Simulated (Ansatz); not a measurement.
BCl3OH2⁻, that is B(H2O)Cl3 with one electron more. The state is a doublet with charge -1. Geometry r2SCAN-D4/def2-SVP, that of the neutral singlet; atoms count from 1.

Cartesian coordinates in Å:
```
B 0.108 -0.535 -0.334
O -0.481 0.929 0.240
H 0.290 1.528 0.269
H -0.752 0.760 1.162
Cl -0.891 -0.935 -1.769
Cl -0.131 -1.626 1.116
Cl 1.855 -0.121 -0.683
```

The highest occupied level of the charge -1 doublet lies above zero (up to 1.31 eV). Energy differences put its binding near zero (-0.05 eV; vertical, against the charge 0 singlet, at PBE0-D4/def2-TZVPD), which leaves it undecided.

(1) Estimate the Mulliken populations from the PBE0/def2-TZVPD orbitals of Ansatz.

(2) Where does the spin sit?

(3) And the Mayer bond orders between heavy atoms (over 0.3)?

Answers

(1) 
```tsv
atom	charge (e)	spin (α − β)
B1	-1.14	1.85
O2	0.70	-1.08
H3	0.08	0.30
H4	0.08	0.30
Cl5	-0.27	-0.11
Cl6	-0.23	-0.13
Cl7	-0.23	-0.13
```
Mulliken values depend strongly on the basis. With diffuse functions, as here, like atoms can get unlike values, and bond orders can come out too low or too high.

(2) Summed by element: B 1.85, O -1.08, H 0.59, Cl -0.36, of 1 unpaired in all. Largest on single atoms: B1 1.85, O2 -1.08, H4 0.30.

(3) B1–Cl5 0.50 (1.79 Å); O2–Cl6 0.37 (2.72 Å); O2–Cl7 0.37 (2.72 Å).
